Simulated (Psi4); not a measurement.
CH2Cl, charge -1, singlet, geometry from GFN2-xTB (a gas-phase anion, which may not be bound at this level). Base run: PBE/def2-SV(P) (Psi4).

Geometry (Å):
```xyz
4

C      0.0038     0.1622    -1.2496
Cl    -0.0016     0.0002     0.6191
H      0.8841    -0.4914    -1.5111
H     -0.8801    -0.4848    -1.5155
```
Charge -1, spin multiplicity 1.
All else is at Psi4's defaults (density fitting).

Each row names what was changed in the base input (with any setting that the change needs).

```csv
change,basis functions,E (Eh)
base,36,-499.00747
basis = cc-pVDZ-DK; relativity = none (with scf_type pk),42,-498.85625
basis = cc-pVDZ-DK; relativity = spin-free X2C (with scf_type pk),42,-500.63636
basis = cc-pVTZ-DK; relativity = spin-free X2C (with scf_type pk),92,-500.68114
basis = cc-pVTZ-DK; relativity = none (with scf_type pk),92,-498.86074
```

Total energies compare only within one method and basis.

A gas-phase anion may not be bound at this level; its values then depend on the basis.

Basis sets contracted for a relativistic Hamiltonian are a mismatch without it, so the rows without relativity aren't non-relativistic limits. No row has spin-orbit coupling; sets with core potentials leave out the core electrons.
